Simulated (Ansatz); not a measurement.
BH2(nPr) (C3H9B). Total charge 0; triplet. Geometry PBE-D4/def2-SVP, that of the neutral singlet; atoms count from 1.

| atom | x (Å) | y (Å) | z (Å) |
| --- | --- | --- | --- |
| B1 | -1.782 | 0.884 | -0.664 |
| H2 | -2.427 | 0.349 | -1.551 |
| H3 | -2.396 | 1.485 | 0.203 |
| C4 | -0.231 | 0.715 | -0.565 |
| C5 | 0.023 | -0.491 | 0.388 |
| C6 | 1.513 | -0.783 | 0.585 |
| H7 | 0.264 | 1.608 | -0.124 |
| H8 | 0.250 | 0.499 | -1.541 |
| H9 | -0.480 | -1.399 | -0.011 |
| H10 | -0.449 | -0.294 | 1.376 |
| H11 | 2.039 | 0.092 | 1.019 |
| H12 | 1.670 | -1.644 | 1.266 |
| H13 | 2.007 | -1.021 | -0.380 |

At PBE0-D4/def2-TZVP a singlet of charge 0 lies 4.97 eV below the triplet at the same geometry.

Problem. Estimate the Mulliken populations from the PBE0/def2-TZVP orbitals of Ansatz.

Solution. 
```
atom  charge (e)  spin (α − β)
  B1       -0.41          1.33
  H2        0.20          0.35
  H3        0.08          0.09
  C4       -0.22          0.06
  C5       -0.17          0.03
  C6       -0.35          0.04
  H7        0.15          0.08
  H8        0.12          0.02
  H9        0.12          0.01
 H10        0.12          0.00
 H11        0.12          0.00
 H12        0.13          0.01
 H13        0.12          0.00
```
Mulliken values and Mayer orders depend strongly on the basis.

Problem. Where does the spin sit?

Solution. Summed by element: B 1.33, H 0.54, C 0.13, of 2 unpaired in all. Largest on single atoms: B1 1.33, H2 0.35, H3 0.09.

Problem. And the Mayer bond orders between bonded heavy atoms (over 0.3)?

Solution. B1–C4 1.02 (1.56 Å); C4–C5 0.98 (1.56 Å); C5–C6 0.97 (1.53 Å).
